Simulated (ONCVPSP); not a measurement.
# Plane-wave convergence, ONCV potential for Sr

```
Element                 : Sr (Z = 38)
Generator               : ONCVPSP 4.0.1
Type                    : optimised norm-conserving Vanderbilt (ONCV)
Functional              : PBE
Relativity              : scalar-relativistic
Frozen core             : [Ar] 3d10
Valence charge          : 10
Reference configuration : 4s2 4p6 5s2
Partial waves           : 4s+5s: rc 2.65 bohr, ncon 3, nbas 7, qcut 3.8 1/bohr, 3 projectors, debl 2.7 Ha; 4p: rc 2.40 bohr, ncon 4, nbas 7, qcut 6.9 1/bohr, 2 projectors, debl 3.2 Ha; d scattering state at 0.14 Ha: rc 2.00 bohr, ncon 4, nbas 7, qcut 5 1/bohr, 2 projectors, debl 2 Ha
Local potential         : polynomial inside 1.75 bohr (lpopt 5, dvloc0 6 Ha)
Core correction         : none
```

In the d channel the program set the typed energies aside and used 0.050, 2.050 Ha.

Q: For each optimised wave give the share of its norm inside rc, the residual kinetic energy above qcut (Ha) and the cutoffs (Ha) for errors of 10, 1, 0.1 and 0.01 mHa per electron.

A:

```csv
wave,norm inside rc,residual KE,10 mHa,1 mHa,0.1 mHa,0.01 mHa
4s,0.986,4.8e-07,3.0,4.1,5.0,5.8
5s,0.110,1.3e-05,2.2,3.2,4.2,7.9
s projector 3,0.170,3.5e-03,6.2,8.4,30.6,39.3
4p,0.913,1.5e-08,5.8,7.7,9.5,15.5
p projector 2,0.164,1.1e-07,6.3,8.9,16.0,19.1
d projector 1,0.460,2.9e-04,8.0,10.9,18.6,39.8
d projector 2,0.131,2.1e-03,10.2,13.5,25.0,48.7
```

The occupied waves need 7.7 Ha and 9.5 Ha for 1 and 0.1 mHa. Its largest configuration-test error is -335 meV.
